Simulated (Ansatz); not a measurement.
# Relaxing a trial structure of C4H8S3

The starting geometry of this gas-phase singlet was optimised with GFN2-xTB; its bonds are those of `S[C@@H]1CCSSC1`.

```xyz
15

C    -1.4715    1.7024   -0.4955
C    -0.8191    2.4046    0.6993
C     0.5115    1.8124    1.1487
C    -2.0823    0.3358   -0.1584
S    -0.3326    1.5883   -1.9338
S     0.4973   -0.0304    1.1658
S    -1.4899   -0.3379    1.4386
H     0.4691    0.6629   -1.4108
H    -2.2646    2.3519   -0.8763
H    -0.6454    3.4517    0.4412
H    -1.5323    2.3765    1.5282
H     0.7656    2.1610    2.1488
H     1.3137    2.0759    0.4609
H    -1.8696   -0.3973   -0.9366
H    -3.1617    0.4129   -0.0323
```

Question: Predict what becomes of its bonds when it is optimised with B3LYP/def2-SVP.

Answer: It keeps its bonds, and is `S[C@@H]1CCSSC1`.

The energy falls by 0.10 eV over 7 steps:

```
step  E − E(last) (eV)
   1             0.105
   2             0.011
   3             0.002
   4             0.001
   5             0.000
   6             0.000
   7             0.000
```

Final geometry (Å):

```tsv
atom	x (Å)	y (Å)	z (Å)
C	-1.4533	1.6863	-0.5119
C	-0.8064	2.4103	0.6857
C	0.5159	1.8229	1.1971
C	-2.0960	0.3163	-0.1503
S	-0.3451	1.5901	-1.9919
S	0.5655	-0.0307	1.1848
S	-1.4768	-0.4334	1.4145
H	0.4840	0.6460	-1.4842
H	-2.2614	2.3337	-0.8855
H	-0.6245	3.4619	0.4112
H	-1.5398	2.4176	1.5089
H	0.7320	2.1900	2.2117
H	1.3492	2.1126	0.5385
H	-1.9796	-0.3955	-0.9789
H	-3.1757	0.4427	0.0381
```

No frequencies were run, so the end isn't proven a minimum. Run with Ansatz 0.2.0, 21 s on 4 threads of Arm Neoverse V1, with other jobs on the host.
